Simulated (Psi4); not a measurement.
H18N6Ni, charge +2, triplet, at a GFN2-xTB geometry (such geometries of metal compounds can be far from the true shape); Psi4 with PBE/6-31G*.

The Psi4 input:
```
memory 2 GB

molecule {
2 3
  Ni    0.00007669   -0.00000160   -0.00002500
  N    -1.80583194   -1.14082178    0.46611182
  H    -2.53266252   -0.57349619    0.89839093
  H    -1.60505245   -1.89649615    1.11919885
  H    -2.22377200   -1.57023932   -0.35742408
  N    -0.53482375   -0.02479622   -2.12002702
  H    -1.51055685    0.23420271   -2.25663181
  H    -0.41458714   -0.94293431   -2.54409791
  H     0.01550852    0.62640437   -2.67677760
  N     0.41227913    0.05574497    2.14653381
  H     0.72914281   -0.83992659    2.51322682
  H    -0.42250583    0.30329423    2.67548629
  H     1.12649096    0.73918098    2.39194681
  N     1.87136437    1.06520477   -0.38014318
  H     1.82671125    2.04583975   -0.10863501
  H     2.14789474    1.04765606   -1.36004243
  H     2.64191890    0.65236079    0.14305032
  N     1.10803111   -1.86599323   -0.26638965
  H     1.71764979   -2.08271907    0.52003816
  H     1.70599978   -1.82329727   -1.09016084
  H     0.49709284   -2.67138572   -0.39090893
  N    -1.05127453    1.91067683    0.15400055
  H    -0.79234958    2.53482666   -0.60845144
  H    -0.84339086    2.40560737    1.01955265
  H    -2.06389038    1.81105917    0.11233484
}

set basis 6-31g*
set reference uks

energy('pbe')
print_variables()
```

Question: Write the output that Psi4 gives for this input, abridged.

Answer: 
```
   => Loading Basis Set <=

    Name: 6-31G*
    Role: ORBITAL
    Keyword: BASIS

         ---------------------------------------------------------
                                   SCF
               by Justin Turney, Rob Parrish, Andy Simmonett
                          and Daniel G. A. Smith
                              UKS Reference
         ---------------------------------------------------------

  ==> Geometry <==

    Molecular point group: c1
    Full point group: C1

    Geometry (in Angstrom), charge = 2, multiplicity = 3:

       Center              X                  Y                   Z               Mass
    ------------   -----------------  -----------------  -----------------  -----------------
         NI           0.000073548645    -0.000001969102    -0.000024105967    57.935342410000
         N           -1.805835081355    -1.140822149102     0.466112714033    14.003074004430
         H           -2.532665661355    -0.573496559102     0.898391824033     1.007825032230
         H           -1.605055591355    -1.896496519102     1.119199744033     1.007825032230
         H           -2.223775141355    -1.570239689102    -0.357423185967     1.007825032230
         N           -0.534826891355    -0.024796589102    -2.120026125967    14.003074004430
         H           -1.510559991355     0.234202340898    -2.256630915967     1.007825032230
         H           -0.414590281355    -0.942934679102    -2.544097015967     1.007825032230
         H            0.015505378645     0.626404000898    -2.676776705967     1.007825032230
         N            0.412275988645     0.055744600898     2.146534704033    14.003074004430
         H            0.729139668645    -0.839926959102     2.513227714033     1.007825032230
         H           -0.422508971355     0.303293860898     2.675487184033     1.007825032230
         H            1.126487818645     0.739180610898     2.391947704033     1.007825032230
         N            1.871361228645     1.065204400898    -0.380142285967    14.003074004430
         H            1.826708108645     2.045839380898    -0.108634115967     1.007825032230
         H            2.147891598645     1.047655690898    -1.360041535967     1.007825032230
         H            2.641915758645     0.652360420898     0.143051214033     1.007825032230
         N            1.108027968645    -1.865993599102    -0.266388755967    14.003074004430
         H            1.717646648645    -2.082719439102     0.520039054033     1.007825032230
         H            1.705996638645    -1.823297639102    -1.090159945967     1.007825032230
         H            0.497089698645    -2.671386089102    -0.390908035967     1.007825032230
         N           -1.051277671355     1.910676460898     0.154001444033    14.003074004430
         H           -0.792352721355     2.534826290898    -0.608450545967     1.007825032230
         H           -0.843394001355     2.405607000898     1.019553544033     1.007825032230
         H           -2.063893521355     1.811058800898     0.112335734033     1.007825032230

  Running in c1 symmetry.

  Rotational constants: A =      0.04710  B =      0.04698  C =      0.04696 [cm^-1]
  Rotational constants: A =   1412.14006  B =   1408.56404  C =   1407.92118 [MHz]
  Nuclear repulsion =  681.408003393430590

  Charge       = 2
  Multiplicity = 3
  Electrons    = 86
  Nalpha       = 44
  Nbeta        = 42

  ==> Algorithm <==

  SCF Algorithm Type is DF.
  DIIS enabled.
  MOM disabled.
  Fractional occupation disabled.
  Guess Type is SAD.
  Energy threshold   = 1.00e-06
  Density threshold  = 1.00e-06
  Integral threshold = 1.00e-12

  ==> Primary Basis <==

  Basis Set: 6-31G*
    Blend: 6-31G*
    Number of shells: 84
    Number of basis functions: 165
    Number of Cartesian functions: 165
    Spherical Harmonics?: false
    Max angular momentum: 3

  ==> DFT Potential <==

   => LibXC <=

    Version 7.1.2
    S. Lehtola, C. Steigemann, M. J. T. Oliveira, and M. A. L. Marques,  SoftwareX 7, 1–5 (2018) (10.1016/j.softx.2017.11.002)

   => Composite Functional: PBE <=

    PBE GGA Exchange-Correlation Functional

    J.P. Perdew et. al., Phys. Rev. Lett., 77(18), 3865-3868, 1996

    Deriv               =              1
    GGA                 =           TRUE
    Meta                =          FALSE

    Exchange Hybrid     =          FALSE
    MP2 Hybrid          =          FALSE

   => Exchange Functionals <=

    1.0000     XC_GGA_X_PBE

   => Correlation Functionals <=

    1.0000     XC_GGA_C_PBE

   => LibXC Density Thresholds  <==

    XC_GGA_C_PBE:  1.00E-12
    XC_GGA_X_PBE:  1.00E-15

   => Molecular Quadrature <=

    Radial Scheme          =       TREUTLER
    Pruning Scheme         =           NONE
    Nuclear Scheme         =       TREUTLER

    Blocking Scheme        =         OCTREE
    BS radius alpha        =              1
    Pruning alpha          =              1
    Radial Points          =             75
    Spherical Points       =            302
    Total Points           =         526829
    Total Blocks           =           3812
    Max Points             =            256
    Max Functions          =            160
    Weights Tolerance      =       1.00E-15

   => Loading Basis Set <=

    Name: (6-31G* AUX)
    Role: JKFIT
    Keyword: DF_BASIS_SCF

  ==> Integral Setup <==

  SCF_SUBTYPE=INCORE selected. In-core MEM_DF algorithm will be used.
  Using in-core AOs.

  ==> MemDFJK: Density-Fitted J/K Matrices <==

    J tasked:                   Yes
    K tasked:                    No
    wK tasked:                   No
    Algorithm:                 Core
    Schwarz Cutoff:           1E-12
    Mask sparsity (%):       1.8586
    Fitting Condition:        1E-10

   => Auxiliary Basis Set <=

  Basis Set: (6-31G* AUX)
    Blend: CC-PVDZ-JKFIT + DEF2-UNIVERSAL-JKFIT
    Number of shells: 364
    Number of basis functions: 1313
    Number of Cartesian functions: 1313
    Spherical Harmonics?: false
    Max angular momentum: 6

  Minimum eigenvalue in the overlap matrix is 1.3174460531E-03.
  Reciprocal condition number of the overlap matrix is 1.9790133161E-04.
    Using symmetric orthogonalization.

  ==> Pre-Iterations <==

  SCF Guess: Superposition of Atomic Densities via on-the-fly atomic UHF (no occupation information).

   -------------------------
    Irrep   Nso     Nmo
   -------------------------
     A        165     165
   -------------------------
    Total     165     165
   -------------------------

  ==> Iterations <==

                           Total Energy        Delta E     RMS |[F,P]|

   @DF-UKS iter SAD: -1844.51901503813269   -1.84452e+03   0.00000e+00
   @DF-UKS iter   1: -1840.47508379191913    4.04393e+00   2.73986e-02 DIIS/ADIIS
   @DF-UKS iter   2: -1778.66940113726855    6.18057e+01   8.54374e-02 DIIS/ADIIS
   @DF-UKS iter   3: -1819.43124966866776   -4.07618e+01   3.52381e-02 DIIS/ADIIS
   @DF-UKS iter   4: -1842.34186086259342   -2.29106e+01   2.13040e-02 DIIS/ADIIS
   @DF-UKS iter   5: -1843.56340630914201   -1.22155e+00   1.83189e-02 DIIS/ADIIS
   @DF-UKS iter   6: -1845.95299036543975   -2.38958e+00   8.01313e-03 DIIS/ADIIS
   @DF-UKS iter   7: -1845.98593338309956   -3.29430e-02   6.20146e-03 DIIS/ADIIS
   @DF-UKS iter   8: -1846.05991872117261   -7.39853e-02   5.52770e-03 DIIS/ADIIS
   @DF-UKS iter   9: -1846.31192975796648   -2.52011e-01   2.65424e-03 DIIS/ADIIS
   @DF-UKS iter  10: -1846.36378363089511   -5.18539e-02   6.19670e-04 DIIS/ADIIS
   @DF-UKS iter  11: -1846.36681249412118   -3.02886e-03   3.04742e-04 DIIS/ADIIS
   @DF-UKS iter  12: -1846.36782704477832   -1.01455e-03   1.67643e-05 DIIS
   @DF-UKS iter  13: -1846.36783060929361   -3.56452e-06   5.77731e-06 DIIS
   @DF-UKS iter  14: -1846.36783100874754   -3.99454e-07   1.62917e-06 DIIS
   @DF-UKS iter  15: -1846.36783102836534   -1.96178e-08   1.15370e-06 DIIS
   @DF-UKS iter  16: -1846.36783104461347   -1.62481e-08   1.54059e-07 DIIS
  Energy and wave function converged.

  ==> Post-Iterations <==

   Electrons on quadrature grid:
      Nalpha   =   44.0000713669 ; deviation = 7.137e-05
      Nbeta    =   42.0000729193 ; deviation = 7.292e-05
      Ntotal   =   86.0001442862 ; deviation = 1.443e-04

   @Spin Contamination Metric:   1.424359777E-03
   @S^2 Expected:                2.000000000E+00
   @S^2 Observed:                2.001424360E+00
   @S   Expected:                1.000000000E+00
   @S   Observed:                1.000000000E+00

    Orbital Energies [Eh]
    ---------------------

    Alpha Occupied:

[...]
    Alpha Virtual:

[...]
     165A     32.140983

    Beta Occupied:

[...]
    Beta Virtual:

[...]
    Final Occupation by Irrep:
              A
    DOCC [    42 ]
    SOCC [     2 ]
    NA   [    44 ]
    NB   [    42 ]

  @DF-UKS Final Energy: -1846.36783104461347

   => Energetics <=

    Nuclear Repulsion Energy =            681.4080033934305902
    One-Electron Energy =               -3885.6022922628053493
    Two-Electron Energy =                1468.0449150798774554
    DFT Exchange-Correlation Energy =    -110.2184572551162347
    Empirical Dispersion Energy =           0.0000000000000000
    VV10 Nonlocal Energy =                  0.0000000000000000
    Total Energy =                      -1846.3678310446134674

  UHF NO Occupations:
  HONO-2 :   42  A 1.9998413
  HONO-1 :   43  A 1.0000000
  HONO-0 :   44  A 1.0000000
  LUNO+0 :   45  A 0.0001587
  LUNO+1 :   46  A 0.0001450
  LUNO+2 :   47  A 0.0001441
  LUNO+3 :   48  A 0.0000574

Computation Completed

Properties will be evaluated at   0.000000,   0.000000,   0.000000 [a0]

Properties computed using the SCF density matrix

 Multipole Moments:

 ------------------------------------------------------------------------------------
     Multipole            Electronic (a.u.)      Nuclear  (a.u.)        Total (a.u.)
 ------------------------------------------------------------------------------------

 L = 1.  Multiply by 2.5417464519 to convert [e a0] to [Debye]
 Dipole X            :          0.0005621           -0.0005223            0.0000398
 Dipole Y            :         -0.0001049           -0.0000613           -0.0001662
 Dipole Z            :         -0.0002067            0.0001485           -0.0000582
 Magnitude           :                                                    0.0001805

 ------------------------------------------------------------------------------------

  Variable Map:
  ----------------------------------------------------------------------------
[...]
  Array Variable Map:
  ----------------------------------------------------------------------------
[...]
[...]
```
